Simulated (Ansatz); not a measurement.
`O[SiH2]B(F)Br` → `F[B]Br`• + `O[SiH2]`• at 700 K and 1 bar (homolysis of the B–Si bond).

Gas-phase electronic energies from Ansatz, PBE0-D4/def2-TZVP geometries. CCSD(T)/CBS adds triple-zeta CCSD(T) − MP2 to the extrapolated MP2 energy (def2 sets, frozen cores). This one scheme is used for every species. No spin–orbit coupling; open shells (•) take unrestricted orbitals. For Br outer-core shells are correlated without core-valence functions, which leaves a few kJ/mol of doubt a bond. Scalar relativity is left out up to krypton. Each species was taken in one conformer, which may not be the lowest.

```json
{"species": "`O[SiH2]B(F)Br`", "CCSD(T)/CBS energy (Eh)": "-3064.09027", "H − E (kJ/mol)": "174.5", "S (J/(mol·K))": "475.2"}
{"species": "`F[B]Br`•", "CCSD(T)/CBS energy (Eh)": "-2697.91293", "H − E (kJ/mol)": "45.2", "S (J/(mol·K))": "317.8"}
{"species": "`O[SiH2]`•", "CCSD(T)/CBS energy (Eh)": "-366.03356", "H − E (kJ/mol)": "115.2", "S (J/(mol·K))": "314.6"}
```

H − E and S are ideal-gas, rigid-rotor, harmonic terms from PBE0-D4/def2-TZVP, for one conformer and one mirror image of each species, with the whole ground term of open shells counted as degenerate. 1 Eh = 2625.50 kJ/mol, R = 8.31446 J/(mol·K).

Question: By hand: ΔE, ΔH, ΔS and ΔG.

Answer: ΔE = (-2697.91293) + (-366.03356) − (-3064.09027) = 0.14378 Eh = 377.5 kJ/mol. Δ(H − E) = 45.2 + 115.2 − 174.5 = -14.1, so ΔH = 363.4 kJ/mol. ΔS = 317.8 + 314.6 − 475.2 = 157.2 J/(mol·K). ΔG = 363.4 − 700 × (157.2)/1000 = 253.4 kJ/mol.

Question: By hand: the equilibrium constant, and the temperature at which ΔG would vanish if ΔH and ΔS stayed fixed.

Answer: log₁₀ K = −ΔG/(RT ln 10) = -18.9. ΔG = 0 at ΔH/ΔS = 2312 K.

The number of gas molecules changes by +1, which sets the sign of ΔS. A doubt of 5 kJ/mol in ΔE shifts log₁₀ K by 0.4 here. Other conformers and mirror images would add mixing entropy, several J/(mol·K) or more a flexible species. Modes under 60 cm⁻¹, often nearly free rotors, make the harmonic entropy too high. These are equilibria of isolated gas molecules and say nothing of rates. Largest T1 diagnostic: 0.015 (customary marks: 0.02 for closed shells, 0.045 for open ones).
